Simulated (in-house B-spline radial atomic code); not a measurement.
Successive ionisation energies of platinum; each step leads to the configuration of the next row (after the last: bare). NIST's values go from ground level to ground level; the uncertainty of those that are theory runs from under 0.1 % in few-electron ions to several per cent in heavy many-electron ones. Computed with a radial B-spline atomic code at the basis-set limit: non-relativistic Hartree-Fock, average of the configuration, point nuclei.

This level leaves out relativity, spin-orbit splitting included, which matters for heavy ions.

| ion | configuration | ionisation energy (eV) | tabulated value (eV) | tabulated kind | computed minus tabulated (eV) | highest orbital | largest mean radius (bohr) |
| --- | --- | --- | --- | --- | --- | --- | --- |
| Pt61+ | [Ne] 3s2 3p5 | 6537.6 | 6646 | tabulated theory | -108 | 3p | 0.19125 |
| Pt62+ | [Ne] 3s2 3p4 | ? | ? | tabulated theory | ? | ? | ? |
| Pt63+ | [Ne] 3s2 3p3 | 6795.7 | 6918 | tabulated theory | -122 | 3p | 0.18993 |
| Pt64+ | [Ne] 3s2 3p2 | 6926.0 | 7512 | tabulated theory | -586 | 3p | 0.18928 |
| Pt65+ | [Ne] 3s2 3p1 | ? | ? | tabulated theory | ? | ? | ? |
| Pt66+ | [Ne] 3s2 | ? | ? | tabulated theory | ? | ? | ? |
| Pt67+ | [Ne] 3s1 | 7435.1 | 8100 | tabulated theory | -665 | 3s | 0.18728 |
| Pt68+ | [He] 2s2 2p6 | 17339.2 | 17540 | tabulated theory | -201 | 2p | 0.080309 |
| Pt69+ | [He] 2s2 2p5 | 17685.5 | 17890 | tabulated theory | -204 | 2p | 0.079994 |
| Pt70+ | [He] 2s2 2p4 | 18034.6 | 18280 | tabulated theory | -245 | 2p | 0.079681 |
| Pt71+ | [He] 2s2 2p3 | 18386.4 | 18630 | tabulated theory | -244 | 2p | 0.07937 |
| Pt72+ | [He] 2s2 2p2 | 18741.1 | 20840 | tabulated theory | -2099 | 2p | 0.079061 |
| Pt73+ | [He] 2s2 2p1 | 19098.5 | 21280 | tabulated theory | -2182 | 2p | 0.078755 |
| Pt74+ | [He] 2s2 | 19543.0 | 21840 | tabulated theory | -2297 | 2s | 0.07845 |
| Pt75+ | [He] 2s1 | 19856.6 | 22205.7 | tabulated theory | -2349 | 2s | 0.078169 |
| Pt76+ | 1s2 | 81453.5 | 88955.1 | tabulated theory | -7502 | 1s | 0.019324 |
| Pt77+ | 1s1 | 82777.0 | 90659.84 | tabulated theory | -7883 | 1s | 0.019231 |

(1) Fill in the row of Pt62+.

(2) Fill in the row of Pt65+.

(3) Fill in the row of Pt66+.

(4) Where is the largest jump?

Results:

(1) ionisation energy (eV): 6666.2; tabulated value (eV): 6787; computed minus tabulated (eV): -121; highest orbital: 3p; largest mean radius (bohr): 0.19059.

(2) ionisation energy (eV): 7057.2; tabulated value (eV): 7660; computed minus tabulated (eV): -603; highest orbital: 3p; largest mean radius (bohr): 0.18863.

(3) ionisation energy (eV): 7305.2; tabulated value (eV): 7960; computed minus tabulated (eV): -655; highest orbital: 3s; largest mean radius (bohr): 0.18799.

(4) From Pt75+ to Pt76+, by a factor of 4.10 (19857 to 81454 eV); the highest orbital goes from 2s to 1s.
